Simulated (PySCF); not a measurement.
## Polarisability and C₆ of Li⁺ (lithium, charge +1)

1s2, closed-shell 1S. Calculation: PySCF 2.14, in dyall-acv3z (15s9p3d, 57 functions); no relativity, point nucleus. Coupled (time-dependent) response in atomic units; α is the mean over directions.

| method | mean α (bohr³) | C₆ (like pair) | S(−4) |
| --- | --- | --- | --- |
| UHF | 0.1894 | 0.07659 | 0.02623 |
| PBE | 0.2079 | 0.08655 | 0.03340 |
| PBE0 | 0.2024 | 0.08358 | 0.03110 |
| revPBE | 0.2070 | 0.08595 | 0.03316 |
| wB97X | 0.2015 | 0.08305 | 0.03087 |

S(−4) is the Cauchy moment in α(ω) = α(0) + S(−4) ω² + …

α(iu) at revPBE:

| u (hartree) | α(iu) (bohr³) |
| --- | --- |
| 0 | 0.2070 |
| 0.0500 | 0.2069 |
| 0.100 | 0.2066 |
| 0.200 | 0.2057 |
| 0.300 | 0.2040 |
| 0.500 | 0.1991 |
| 0.750 | 0.1901 |
| 1.00 | 0.1790 |
| 1.50 | 0.1542 |
| 2.00 | 0.1301 |
| 3.00 | 0.09166 |
| 5.00 | 0.04914 |

A single London oscillator, α(iu) = α/(1 + u²/ω²), gives C₆ = (3/4) ω α². Matching the computed C₆ needs ω = 4 × 0.08595 / (3 × 0.2070²) = 2.67 hartree.

For an ion, C₆ is the dispersion term alone; charge-induced terms of lower order in 1/R come first.
